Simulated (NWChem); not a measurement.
Program: NWChem. System: bicarbonate (CHO$_{3}$ (-1)), charge -1, spin multiplicity 1, at a geometry optimised with PBE/def2-SVP. Level: CR-CCSD(T)/aug-cc-pVDZ, 4 core orbitals frozen.

Job file:

```
start mol
memory heap 100 mb stack 700 mb global 1900 mb
charge -1
geometry units angstroms nocenter noautoz
  O      0.601646     1.143856     0.000000
  C     -0.040969    -0.170844     0.000000
  O     -1.299327    -0.100930     0.000000
  O      0.753412    -1.127646     0.000000
  H     -0.200030     1.702828     0.000000
  symmetry group Cs
end
basis spherical
  * library aug-cc-pvdz
end
scf
  rhf
  nopen 0
  maxiter 100
  thresh 1e-7
  semidirect memsize 60000000 filesize 0
end
tce
  freeze core 4
  cr-ccsd(t)
  2eorb
  2emet 13
  thresh 1e-6
  maxiter 100
  tilesize 24
end
task tce energy
```

NWChem printed:

```
             Northwest Computational Chemistry Package (NWChem) 7.3.0
             --------------------------------------------------------

                                NWChem Input Module
                                -------------------

 Scaling coordinates for geometry "geometry" by  1.889725989
 (inverse scale =  0.529177249)

 Turning off AUTOSYM since
 SYMMETRY directive was detected!

                             Geometry "geometry" -> ""
                             -------------------------

 Output coordinates in angstroms (scale by  1.889725989 to convert to a.u.)

  No.       Tag          Charge          X              Y              Z
 ---- ---------------- ---------- -------------- -------------- --------------
    1 O                    8.0000     0.60164600     1.14385600     0.00000000
    2 C                    6.0000    -0.04096900    -0.17084400     0.00000000
    3 O                    8.0000    -1.29932700    -0.10093000     0.00000000
    4 O                    8.0000     0.75341200    -1.12764600     0.00000000
    5 H                    1.0000    -0.20003000     1.70282800     0.00000000

 Effective nuclear repulsion energy (a.u.)     111.9160349469

            Nuclear Dipole moment (a.u.)
            ----------------------------
        X                 Y               Z
 ---------------- ---------------- ----------------
     0.0000075589     0.0000075589     0.0000000000

      Symmetry information
      --------------------

 Group name             Cs
 Group number              2
 Group order               2
 No. of unique centers     5

      Symmetry unique atoms

     1    2    3    4    5


 Summary of "ao basis" -> "" (spherical)
 ------------------------------------------------------------------------------
       Tag                 Description            Shells   Functions and Types
 ---------------- ------------------------------  ------  ---------------------
 *                        aug-cc-pvdz                 on all atoms

 Summary of "ao basis" -> "ao basis" (spherical)
 ------------------------------------------------------------------------------
[...]
     T(1) DIIS level shift : 0.00D+00
     L(1) DIIS level shift : 0.00D+00
     T(R) DIIS level shift : 0.00D+00
     T(I) DIIS level shift : 0.00D+00
   CC-T/L Amplitude update :  5-th order DIIS
                I/O scheme : Global Array Library
        L-threshold :  0.10D-05
        EOM-threshold :  0.10D-05
 no EOMCCSD initial starts read in
 TCE RESTART OPTIONS
 SLICE:      F
 D4D5:       F
 quantumc:   F
 qrotation:  F
 pwtce:      F
 qducc:      F
 nacto:                         0
 nrotv:                         0
 nrot:                          0

            Memory Information
            ------------------
          Available GA space size is     249026599 doubles
          Available MA space size is     104853884 doubles

 Maximum block size supplied by input
 Maximum block size        24 doubles

 tile_dim =     20

 -------------------------------------------------
   1    alpha     a'     9 doubles       0       1
   2    alpha     a"     3 doubles       9       2
   3    beta      a'     9 doubles      12       1
   4    beta      a"     3 doubles      21       2
   5    alpha     a'    19 doubles      24       5
   6    alpha     a'    19 doubles      43       6
   7    alpha     a'    20 doubles      62       7
   8    alpha     a"    13 doubles      82       8
   9    alpha     a"    14 doubles      95       9
  10    beta      a'    19 doubles     109       5
  11    beta      a'    19 doubles     128       6
  12    beta      a'    20 doubles     147       7
  13    beta      a"    13 doubles     167       8
  14    beta      a"    14 doubles     180       9

 Global array virtual files algorithm will be used

 Parallel file system coherency ......... OK

 4-electron integrals stored in orbital form

 v2    file size   =          8830992
 4-index algorithm nr.  13 is used
 imaxsize =       30
 imaxsize ichop =        0


CCSD iterations
 ---------------------------------------------------------
 Iter          Residuum       Correlation     Cpu    Wall
 ---------------------------------------------------------
    1   0.2053261786377  -0.7382334281533     0.9     0.9
    2   0.0541376758874  -0.7238101800304     0.9     0.9
    3   0.0178446573421  -0.7383820894122     0.9     0.9
    4   0.0084858335240  -0.7383139255919     0.9     0.9
    5   0.0032904504461  -0.7398234018394     0.9     0.9
    6   0.0011061605597  -0.7401092192522     0.9     0.9
    7   0.0006545343214  -0.7401517436740     0.9     0.9
    8   0.0003109428198  -0.7401693183433     0.9     0.9
    9   0.0002382103775  -0.7401704215633     0.9     0.9
   10   0.0001317429127  -0.7401799504408     0.9     0.9
   11   0.0000452550220  -0.7401833924318     0.9     0.9
   12   0.0000258802897  -0.7401867748681     0.9     0.9
   13   0.0000185504080  -0.7401860216259     0.9     0.9
   14   0.0000127951630  -0.7401861703838     0.9     0.9
   15   0.0000097081856  -0.7401860038806     0.9     0.9
   16   0.0000022156124  -0.7401858529854     0.8     0.8
   17   0.0000012534676  -0.7401858893738     0.9     0.9
   18   0.0000007217157  -0.7401859570359     0.8     0.8
 -----------------------------------------------------------------
 Iterations converged
 CCSD correlation energy / hartree =        -0.740185957035857
 CCSD total energy / hartree       =      -263.876315477340597

 Singles contributions

 Doubles contributions
 CR-CCSD(T)

 CR-CCSD[T]  correction energy / hartree =        -0.022596028261144
 CR-CCSD[T] correlation energy / hartree =        -0.762781985297001
 CR-CCSD[T] total energy / hartree       =      -263.898911505601745
 CR-CCSD(T)  correction energy / hartree =        -0.020581603901415
 CR-CCSD(T) correlation energy / hartree =        -0.760767560937272
 CR-CCSD(T) total energy / hartree       =      -263.896897081242003

 Task  times  cpu:      116.2s     wall:      116.2s

 Total times  cpu:      116.2s     wall:      116.2s
```
